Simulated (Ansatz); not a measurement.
Input file for BCl2GeH3 (`Cl[B](Cl)[GeH3]`):

```yaml
crystal:
  periodic: [false, false, false]
  atoms:
    - {symbol: Cl, position_ang: [1.749483, -1.428176, 1.208661]}
    - {symbol: B, position_ang: [0.206434, -1.021888, 0.511498]}
    - {symbol: Cl, position_ang: [-1.082439, -2.191765, 0.604683]}
    - {symbol: Ge, position_ang: [-0.123133, 0.798523, -0.412224]}
    - {symbol: H, position_ang: [-0.556201, 0.560552, -1.868343]}
    - {symbol: H, position_ang: [-1.266108, 1.534322, 0.306687]}
    - {symbol: H, position_ang: [1.133265, 1.680531, -0.396661]}
basis:
  gaussian: {orbitals: def2-TZVPP}
correlation: {method: ccsd_t}
output: {orbitals: {seedname: orbitals}}
```

```sh
$ ansatz run in.yaml --threads 2 --pin off --events-out ev --progress --plain
```

Output of Ansatz, abridged:

```
Functional definition: HF
1246 factors; integrals over basis functions are off by at most 9.4e-4 eV
mean field evaluation 1: about -82201.1938 eV, gradient 1.8e1 eV
mean field evaluation 2: about -82201.3531 eV, gradient 1.8e1 eV
mean field evaluation 4: about -82202.7700 eV, gradient 3.1e0 eV
mean field evaluation 8: about -82202.8134 eV, gradient 2.0e-1 eV
mean field -82202.81363445 eV, -3020.8976819978 hartree, gradient 1.6e-6 eV, S^2 0.000000; 0 other end points of the search recorded, 0 dependent functions left out
20 core orbitals not correlated: weight in the atoms' cores, before any rotation towards them, 1.000 or more for the frozen orbitals, at most 0.000 for the correlated occupied ones
reference -82202.81363445 eV, -3020.8976819978 hartree; 17, 17 occupied and 168, 168 virtual orbitals, 1246 factors
second order -20.09407476 eV of doubles, -0.00000000 eV of singles
cycle   1  -20.68498638 eV  change   -5.9e-1 eV  update   1.1e-1
cycle   2  -21.27395503 eV  change   -5.9e-1 eV  update   3.1e-2
cycle   3  -21.37020166 eV  change   -9.6e-2 eV  update   1.6e-2
cycle   4  -21.35443112 eV  change    1.6e-2 eV  update   4.4e-3
cycle   5  -21.35383045 eV  change    6.0e-4 eV  update   1.8e-3
cycle   6  -21.35353503 eV  change    3.0e-4 eV  update   4.9e-4
cycle   7  -21.35348997 eV  change    4.5e-5 eV  update   1.6e-4
cycle   8  -21.35354654 eV  change   -5.7e-5 eV  update   4.7e-5
cycle   9  -21.35355474 eV  change   -8.2e-6 eV  update   1.5e-5
perturbative correction -0.90410493 eV, -0.0332252433 hartree
Total energy: -82225.07129412 eV, -3021.7156359039 hartree
```

Hardware: 2 threads of a server CPU on a shared host. Wall time 79 s, peak host memory 2.5 GiB.

Correlation energy per correlated electron: -0.655 eV. T1 diagnostic: 0.0125.
